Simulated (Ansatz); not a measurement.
(Cl)3Ti-S-SiH3 (TiSiH₃SCl₃). Charge 0, multiplicity 1. Geometry PBE-D4/def2-SVP.

```xyz
9

Ti    0.892    0.297    1.314
Cl    2.397    1.390    0.166
Cl   -0.874    1.556    1.610
Cl    1.708   -0.426    3.192
S     0.241   -1.535    0.176
Si   -0.907   -0.479   -1.354
H    -0.837   -1.337   -2.583
H    -2.324   -0.329   -0.887
H    -0.297    0.863   -1.634
```

The 6-31G sets use Cartesian d functions. B3LYP takes the VWN-RPA correlation.

(1) Estimate the orbital energies around the gap (eV) in Ansatz with PBE-D4/def2-SVP, B3LYP-D4/6-31G, CAM-B3LYP-D4/def2-TZVP, ωB97X-V/def2-TZVP, ωB97M-V/def2-TZVP.

Answers

(1) 
| orbital | PBE-D4/def2-SVP | B3LYP-D4/6-31G | CAM-B3LYP-D4/def2-TZVP | ωB97X-V/def2-TZVP | ωB97M-V/def2-TZVP |
| --- | --- | --- | --- | --- | --- |
| HOMO−5 | -8.68 | -10.20 | -11.68 | -12.78 | -12.57 |
| HOMO−4 | -8.30 | -9.77 | -11.23 | -12.32 | -12.13 |
| HOMO−3 | -8.10 | -9.49 | -10.88 | -11.92 | -11.72 |
| HOMO−2 | -7.89 | -9.28 | -10.74 | -11.80 | -11.62 |
| HOMO−1 | -7.79 | -9.00 | -10.47 | -11.51 | -11.31 |
| HOMO | -6.93 | -8.12 | -9.46 | -10.48 | -10.30 |
| LUMO | -4.36 | -4.02 | -2.54 | -1.54 | -1.49 |
| LUMO+1 | -4.14 | -3.88 | -2.41 | -1.42 | -1.36 |
| LUMO+2 | -3.54 | -3.35 | -1.93 | -0.96 | -0.94 |
| LUMO+3 | -3.37 | -3.19 | -1.83 | -0.89 | -0.87 |
| LUMO+4 | -3.31 | -3.15 | -1.79 | -0.83 | -0.80 |
| LUMO+5 | -1.02 | -0.89 | 0.56 | 1.53 | 1.17 |
